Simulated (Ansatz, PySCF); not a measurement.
Molecule: CHBrF, charge 0, multiplicity 2. SMILES: [CH](F)Br
Geometry: optimised at B3LYP-D3(BJ)/def2-TZVP (Ansatz, a first-principles code).

Quantity: size of the dipole moment, in D. Terms: dispersion terms only where a functional's name holds one; six Cartesian d functions in 6-31G* and its kin unless marked 5d; spin-orbit terms left out; non-relativistic; UHF or UKS for open shells; LANL2DZ with its own core potentials from Na on. First-principles rows: single points at B3LYP-D3(BJ) geometries (Ansatz).

| level | program | size of the dipole moment (D) |
|---|---|---|
| SVWN5/6-31G* with LANL2DZ past Ar | Ansatz | 1.10 |
| PBE/LANL2DZ | Ansatz | 1.35 |
| BP86/6-31G* with LANL2DZ past Ar (5d) | PySCF | 1.13 |
| B3LYP/3-21G | Ansatz | 1.18 |
| B3LYP/LANL2DZ | Ansatz | 1.47 |
| B3LYP/6-31G | Ansatz | 1.37 |
| B3LYP/6-31G* | Ansatz | 1.14 |
| B3LYP/6-31G* with LANL2DZ past Ar | Ansatz | 1.19 |
| M06-2X/6-31G* with LANL2DZ past Ar (5d) | PySCF | 1.32 |

No value to compare with is used here. The 9 habitual levels span 1.10 (SVWN5/6-31G* with LANL2DZ past Ar) to 1.47 D (B3LYP/LANL2DZ).

The levels are drawn from those run, B3LYP/6-31G* more often than the rest, none by its result; left out are runs that failed, that the program found above a lower state of the same kind, or whose <S^2> lies over 0.5 above the pure value.
